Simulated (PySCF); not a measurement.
# Vibration and rotation of GeCl⁺

RHF-CCSD(T) constants of GeCl⁺, ¹Σ⁺ (singlet), closed shell (basis Ge def2-TZVPPD, Cl def2-TZVPPD; no relativity; PySCF 2.14; masses 73.9212 and 34.9689 u):

| Property | Result |
| --- | --- |
| ωe | 512.7 cm⁻¹ |
| ωexe | 1.36 cm⁻¹ |
| Be | 0.16678 cm⁻¹ |
| αe | 0.000659 cm⁻¹ |
| De to Ge⁺ + Cl | 4.56 eV |

Problem. What force constant and bond length do these constants imply?

Solution. Reduced mass μred = 23.739 u; k = 5.8918×10⁻⁷·μred·ωe² (u, cm⁻¹, mdyn/Å) = 3.68 mdyn/Å; Re = √(16.8576/(μred·Be)) (u, cm⁻¹, Å) = 2.063 Å.

Problem. Estimate the centrifugal constant D from the Kratzer relation and find the Dunham coefficient a1.

Solution. D = 4Be³/ωe² = 7.06e-08 cm⁻¹; a1 = −1 − αeωe/(6Be²) = -3.02.

Correlated steps freeze 14 core orbitals. For an ion De counts to the pair picked by the measured ionisation energies or electron affinities, which need not be the lowest pair at this level. Where the molecule has an RHF reference, its open-shell atoms are computed with UHF.
